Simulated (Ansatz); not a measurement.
The same redistribution along the group Mg, Zn, Cd.

Program: Ansatz. Geometries: PBE0-D4/def2-TZVP. ΔE: electronic, gas phase. CBS: MP2 limit from def2 TZ/QZ plus the TZ coupled-cluster correction, frozen cores. DFT in def2-TZVPP. def2 core potentials past Kr. For Br, Cd, Mg, Zn outer-core shells are correlated without core-valence functions, which leaves a few kJ/mol of doubt a bond. Scalar relativity is left out up to krypton. Each species was taken in one conformer, which may not be the lowest.

| reaction | B2PLYP (eV) | ωB97M-V (eV) | MP2/CBS(def2) (eV) | PBE0-D4 (eV) | CCSD(T)/CBS(def2) (eV) |
| --- | --- | --- | --- | --- | --- |
| `[CH3][Mg][Br]` + `N[SiH2]CCl` → `[CH3][Mg][NH2]` + `ClC[SiH2]Br` | 1.24 | 1.24 | 1.16 | 1.24 | 1.19 |
| `[CH3][Zn][Br]` + `N[SiH2]CCl` → `[CH3][Zn][NH2]` + `ClC[SiH2]Br` | 1.07 | 1.09 | 0.99 | 1.07 | 1.06 |
| `[CH3][Cd][Br]` + `N[SiH2]CCl` → `[CH3][Cd][NH2]` + `ClC[SiH2]Br` | 1.31 | 1.33 | 1.22 | 1.30 | 1.28 |

Largest T1 diagnostic: 0.014, for `[CH3][Zn][NH2]`.
